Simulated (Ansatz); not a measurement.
CH5FOSeSi can be A, `FCO[SiH2][SeH]`, or B, `C[Se][SiH](O)F`.

Computed with Ansatz on PBE0-D4/def2-TZVP structures; ΔE is electronic, products minus reactants. CBS: MP2 limit from def2 TZ/QZ plus the TZ coupled-cluster correction, frozen cores. Functionals use def2-TZVPP. B3LYP here is the variant with VWN-RPA as its local correlation; programs differ in this. For Se outer-core shells are correlated without core-valence functions, which leaves a few kJ/mol of doubt a bond. Scalar relativity is left out up to krypton. One conformer a species, not always the lowest.

Which isomer does CCSD(T)/CBS put lower? Give the gap. (An estimate is asked.)

Ansatz gave: B, by 250.8 kJ/mol.

Give E(B) − E(A) in kJ/mol with B3LYP-D4, PBE0-D4, HF/def2-TZVPP, B2PLYP, CCSD/def2-TZVPP, CCSD(T)/def2-TZVPP, ωB97M-V. (Estimate.)

Computed: B3LYP-D4 -237.1, PBE0-D4 -235.8, HF/def2-TZVPP -231.1, B2PLYP -243.8, CCSD/def2-TZVPP -243.1, CCSD(T)/def2-TZVPP -243.6, ωB97M-V -240.4. None reverses the order clearly.

Largest T1 diagnostic: 0.011.

From PBE to PBE0 (25 % exact exchange), in def2-TZVPP and without D4, E(B) − E(A) moves by −4.3 kJ/mol. In def2-TZVPP, CCSD(T) changes the Hartree–Fock value by −12.5 kJ/mol (the triples alone add −0.5 kJ/mol) and MP2 by −28.1 kJ/mol.
